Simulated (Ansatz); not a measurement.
An input meant for `C#Cc1ccc(C#Cc2ccc(C#Cc3ccc(C#Cc4ccccc4)cc3)cc2)cc1` (charge 0, singlet; scaled by 1.05).

```yaml
crystal:
  periodic: [false, false, false]
  atoms:
    - {symbol: C, position_ang: [14.552080, -0.208000, -0.080704]}
    - {symbol: C, position_ang: [13.264849, -0.189757, -0.072997]}
    - {symbol: C, position_ang: [11.766083, -0.168295, -0.064172]}
    - {symbol: C, position_ang: [10.987841, -1.437494, -0.083698]}
    - {symbol: C, position_ang: [9.523703, -1.416588, -0.075114]}
    - {symbol: C, position_ang: [8.780636, -0.125520, -0.046605]}
    - {symbol: C, position_ang: [7.283700, -0.104260, -0.037973]}
    - {symbol: C, position_ang: [5.989965, -0.087115, -0.030859]}
    - {symbol: C, position_ang: [4.493016, -0.066105, -0.022411]}
    - {symbol: C, position_ang: [3.738573, -0.067789, 1.262187]}
    - {symbol: C, position_ang: [2.274547, -0.046947, 1.270324]}
    - {symbol: C, position_ang: [1.505896, -0.023275, -0.005664]}
    - {symbol: C, position_ang: [0.008918, -0.001410, 0.002601]}
    - {symbol: C, position_ang: [-1.284794, 0.017894, 0.008881]}
    - {symbol: C, position_ang: [-2.781771, 0.039802, 0.016350]}
    - {symbol: C, position_ang: [-3.562076, -1.229290, 0.022180]}
    - {symbol: C, position_ang: [-5.026095, -1.207796, 0.029303]}
    - {symbol: C, position_ang: [-5.769401, 0.083405, 0.031183]}
    - {symbol: C, position_ang: [-7.266486, 0.105137, 0.038801]}
    - {symbol: C, position_ang: [-8.559832, 0.123577, 0.046680]}
    - {symbol: C, position_ang: [-10.059077, 0.144956, 0.053361]}
    - {symbol: C, position_ang: [-10.810822, 0.169311, 1.338506]}
    - {symbol: C, position_ang: [-12.280214, 0.190289, 1.338488]}
    - {symbol: C, position_ang: [-13.025725, 0.187375, 0.065843]}
    - {symbol: C, position_ang: [-12.291326, 0.163372, -1.213030]}
    - {symbol: C, position_ang: [-10.822010, 0.142312, -1.225414]}
    - {symbol: C, position_ang: [-4.988784, 1.352366, 0.025176]}
    - {symbol: C, position_ang: [-3.524755, 1.331116, 0.017780]}
    - {symbol: C, position_ang: [2.260553, -0.021486, -1.290190]}
    - {symbol: C, position_ang: [3.724567, -0.042738, -1.298480]}
    - {symbol: C, position_ang: [9.560652, 1.143717, -0.027165]}
    - {symbol: C, position_ang: [11.024785, 1.122665, -0.035873]}
    - {symbol: H, position_ang: [15.686947, -0.224392, -0.087348]}
    - {symbol: H, position_ang: [11.554507, -2.443296, -0.105222]}
    - {symbol: H, position_ang: [8.928277, -2.405749, -0.090026]}
    - {symbol: H, position_ang: [4.325349, -0.086013, 2.256540]}
    - {symbol: H, position_ang: [1.698464, -0.048663, 2.271077]}
    - {symbol: H, position_ang: [-2.995251, -2.235358, 0.021598]}
    - {symbol: H, position_ang: [-5.621946, -2.196919, 0.034580]}
    - {symbol: H, position_ang: [-10.222452, 0.171397, 2.332158]}
    - {symbol: H, position_ang: [-12.850886, 0.209548, 2.343483]}
    - {symbol: H, position_ang: [-14.181228, 0.204693, 0.070716]}
    - {symbol: H, position_ang: [-12.870707, 0.162413, -2.213230]}
    - {symbol: H, position_ang: [-10.242211, 0.123739, -2.223926]}
    - {symbol: H, position_ang: [-5.555533, 2.358454, 0.027286]}
    - {symbol: H, position_ang: [-2.928870, 2.320238, 0.013810]}
    - {symbol: H, position_ang: [1.673560, -0.003581, -2.284420]}
    - {symbol: H, position_ang: [4.300436, -0.041298, -2.299363]}
    - {symbol: H, position_ang: [8.994070, 2.149542, -0.004760]}
    - {symbol: H, position_ang: [11.620236, 2.111814, -0.020236]}
basis:
  gaussian: {orbitals: def2-SVPD, fitting: {mean_field: def2-universal-jkfit}}
hamiltonian: {xc: {name: revPBE}, dispersion: d3bjatm, pseudopotentials: {relativity: scalar}}
charge: 1
output: {forces: true}
```

```sh
$ ansatz run in.yaml --threads 2 --pin off --events-out ev --progress --plain --max-ram 32768MiB --backend cuda --devices 0, --max-vram 18GiB
```

Q: Predict how Ansatz answers.

A: The program refused the input. The input holds a key that doesn't belong there (the charge goes under total_charge).
```
Error: YAML parse error: error: line 57 column 1: unknown field `charge`, expected one of crystal, accuracy, basis, kpoints, hamiltonian, magnetization, projection, total_charge, correlation, batch, efield, external_charges, scf, relax, neb, saddle, md, ramp, phonons, dielectric, real_time, elastic, magnetic_configurations, gw, evaluate, workflow, output, checkpoint, execution
55 |   gaussian: {orbitals: def2-SVPD, fitting: {mean_field: def2-univ…
56 | hamiltonian: {xc: {name: revPBE}, dispersion: d3bjatm, pseudopote…
57 | charge: 1
58 | output: {forces: true}
```
